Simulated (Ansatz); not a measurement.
Relaxation of C₃H₈FNSi (14 atoms, charge 0, multiplicity 1), to a largest force component of 0.02 eV/Å in at most 50 steps.

All numbers below come from RHF/6-31G in Ansatz 0.2.0.

```xyz
14
Properties=species:S:1:pos:R:3:forces:R:3
C -1.486 -0.381 -1.618 -2.86 3.98 -1.16
C -0.506 0.350 -0.747 -0.59 0.15 -0.32
Si -0.186 -0.511 0.878 1.47 0.60 -0.75
F 0.644 -1.911 0.620 -0.61 -1.58 -0.96
C 1.786 0.677 1.423 2.28 1.77 1.01
N 0.585 0.316 2.078 -6.54 -1.12 3.80
H -2.479 -0.405 -1.124 0.57 -0.16 -0.49
H -1.637 0.248 -2.563 0.12 -1.41 1.25
H -1.214 -1.332 -1.858 0.88 -2.50 -0.77
H -0.840 1.375 -0.513 0.16 -0.73 -0.06
H 0.427 0.438 -1.284 0.37 -0.03 0.22
H 1.718 1.465 0.697 0.51 0.63 0.18
H 2.431 -0.075 1.137 1.35 -1.62 -1.13
H 1.976 0.834 2.485 2.90 2.02 -0.82
```

Task: Where does it end, and by what steps?

Result: It converged. Limits of this set-up: no polarisation functions. After 18 steps the energy has fallen by 4.843 eV; H12 moved furthest, 1.67 Å.

| step | energy less start (eV) | largest force component (eV/Å) | accepted |
| --- | --- | --- | --- |
| 0 | 0.0000 | 6.536 | yes |
| 1 | -1.8472 | 3.602 | yes |
| 2 | -2.6235 | 0.728 | yes |
| 3 | -2.9171 | 0.959 | yes |
| 4 | -3.1594 | 1.203 | yes |
| 5 | -3.4647 | 1.465 | yes |
| 6 | -3.8278 | 1.394 | yes |
| 7 | -4.1825 | 1.051 | yes |
| 8 | -4.4217 | 1.101 | yes |
| 9 | -4.5936 | 0.865 | yes |
| 10 | -4.6126 | 1.432 | yes |
| 11 | -4.7373 | 0.286 | yes |
| 12 | -4.7828 | 0.468 | yes |
| 13 | -4.8067 | 0.491 | yes |
| 14 | -4.8249 | 0.413 | yes |
| 15 | -4.8376 | 0.243 | yes |
| 16 | -4.8399 | 0.168 | yes |
| 17 | -4.8424 | 0.022 | yes |
| 18 | -4.8428 | 0.020 | yes |

```xyz
14
Properties=species:S:1:pos:R:3
C -1.840 -0.581 -1.706
C -0.668 0.322 -1.303
Si 0.253 -0.235 0.253
F -0.260 -1.797 0.584
C 2.250 0.825 2.125
N 1.308 0.551 1.096
H -2.587 -0.638 -0.925
H -2.318 -0.192 -2.597
H -1.509 -1.590 -1.914
H -1.000 1.338 -1.124
H 0.060 0.382 -2.106
H 2.618 1.840 2.048
H 3.104 0.157 2.067
H 1.812 0.703 3.112
```

Whether the end is a true minimum wasn't checked by a vibrational analysis.

Run time: 46 s on 1 thread of Arm Neoverse V2, with other jobs on the host, peak memory 0.16 GiB.
